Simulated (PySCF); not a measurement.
Estimate the missing entries of this data sheet.

Compound: C₈H₆O₂.
InChI=1S/C8H6O2/c1-3-7(9-5-1)8-4-2-6-10-8/h1-6H

Conformer (atom-mapped SMILES and torsion angles): `[cH:1]1[cH:2][o:3][c:4](-[c:5]2[cH:6][cH:7][cH:8][o:9]2)[cH:10]1`: O3–C4–C5–C6 0°.

```json
{"property": "point group", "level": "PBE0-D3(BJ)/def2-SVP", "value": "?"}
{"property": "rotational constants A, B, C", "level": "PBE0-D3(BJ)/def2-SVP", "value": "4.654, 0.883, 0.742 GHz"}
{"property": "dipole moment", "level": "CAM-B3LYP/def2-SVPD", "value": "?"}
{"property": "HOMO energy", "level": "CAM-B3LYP/def2-SVPD", "value": "-6.99 eV"}
{"property": "LUMO energy", "level": "CAM-B3LYP/def2-SVPD", "value": "0.17 eV"}
{"property": "lowest singlet excitation", "level": "TDDFT CAM-B3LYP/def2-SVPD", "value": "4.64 eV (267 nm, f = 0.586)"}
{"property": "lowest triplet excitation (Tamm–Dancoff)", "level": "TDA CAM-B3LYP/def2-SVPD", "value": "2.94 eV"}
{"property": "static isotropic polarisability", "level": "CAM-B3LYP/def2-SVPD", "value": "102.8 au"}
{"property": "vertical ionisation energy", "level": "ΔSCF CAM-B3LYP/def2-SVPD", "value": "?"}
{"property": "electronic spatial extent ⟨r²⟩ about the centre of nuclear charge", "level": "CAM-B3LYP/def2-SVPD", "value": "1466 bohr²"}
{"property": "13C chemical shifts (computed TMS as zero) by class", "level": "GIAO KT2/pcSseg-1", "value": "141.8 (2 C), 135.1 (2 C), 107.9 (2 C), 100.1 (2 C) ppm"}
{"property": "1H chemical shifts (computed TMS as zero) by class", "level": "GIAO KT2/pcSseg-1", "value": "7.24 (2 H), 6.60 (2 H), 6.39 (2 H) ppm"}
{"property": "isotropic shieldings of nuclei other than C and H, by class", "level": "GIAO KT2/pcSseg-1", "value": "54 (2 O) ppm"}
{"property": "largest of the computed one-bond spin–spin couplings (means over like bonds)", "level": "B3LYP/pcJ-1, spin–dipole term left out", "value": "13C–1H +213.1 (×2), 13C–1H +187.3 (×2), 13C–1H +184.4 (×2) Hz"}
```

The electronic properties come from PySCF, for the isolated species, density fitting. Isolated species at its PBE0-D3(BJ)/def2-SVP geometry (one conformer only).

(1) The dipole moment?

(2) What is the vertical ionisation energy?

(3) The point group?

Results:

(1) 0.00 D.

(2) 7.62 eV.

(3) C2h.

The polarisability is 15.23 Å³ as a volume (1 au = 0.148185 Å³), or 1.47 au for each of the 70 electrons. No computed singlet falls in the visible range (750 to 380 nm, 1.65 to 3.26 eV); S1 lies 1.38 eV above its blue end. The vertical singlet–triplet gap S1 − T1 is 1.70 eV (TDDFT singlet less Tamm–Dancoff triplet; S1: HOMO→LUMO, weight 0.98; T1: HOMO→LUMO, weight 0.92). The principal polarisabilities are 57.2, 95.6 and 155.6 au; their mean is the isotropic value. With B = h/(8π²I), that is 505.379 GHz u Å² over I, the principal moments of inertia are 108.6, 572.4 and 681.0 u Å² (most abundant isotopes); the inertial defect Ic − Ia − Ib is 0.0 u Å² (zero for a rigid planar frame, negative otherwise). The ΔSCF ionisation energy exceeds −ε(HOMO) by 0.63 eV with CAM-B3LYP.

For the spin–spin coupling job (B3LYP/pcJ-1), hardware: one thread, Arm Neoverse V2 (aarch64), on a shared host. Cost: 53 s of wall time, 1.5 GiB resident at most.
